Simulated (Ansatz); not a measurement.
Correlation energies of ClH₃NOSi, SMILES `N[Si](O)Cl` radical by basis set

Z-matrix (Å, degrees):
```
N
Si 1 1.706
H 1 1.010 2 120.3
H 1 1.007 2 120.1 3 -146.5
O 2 1.643 1 108.5 3 -44.9
Cl 2 2.067 1 115.7 3 71.1
H 5 0.960 2 115.1 1 -51.7
```

Charge 0, multiplicity 2. Geometry: relaxed with PBE0-D4/def2-TZVP. It is one conformer, not always the lowest. Frozen core, unrestricted reference, the Gaussian-basis code of Ansatz. CBS rows extrapolate triple and quadruple zeta.

```csv
basis,HF (Eh),MP2 corr.
def2-TZVPP,-879.67930,-0.73811
def2-QZVPP,-879.70824,-0.80205
```

Problem. Estimate the CCSD correlation energy and the (T) correction in each basis where they were run (hartree).

Solution. 
```json
{"basis": "def2-TZVPP", "CCSD corr.": "-0.76792", "(T)": "-0.03015"}
{"basis": "def2-QZVPP", "CCSD corr.": "-0.82492", "(T)": "-0.03520"}
{"basis": "CBS(def2)", "CCSD corr.": "-0.86714", "(T)": "-0.03895"}
```
